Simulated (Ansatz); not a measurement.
Name a neutral molecule of Br, Cl, Sn and H with size of the dipole moment (PBE/def2-TZVPP) between 2.10 and 2.40 D and size of the dipole moment (ωB97M-V/def2-TZVPP) between 2.30 and 2.60 D (Ansatz, PBE0-D4/def2-TZVP geometry).

`[Cl][SnH2][Br]` (2.29 D, 2.47 D). Other molecules can fit too; these were computed, each in one conformer that needn't be the lowest.
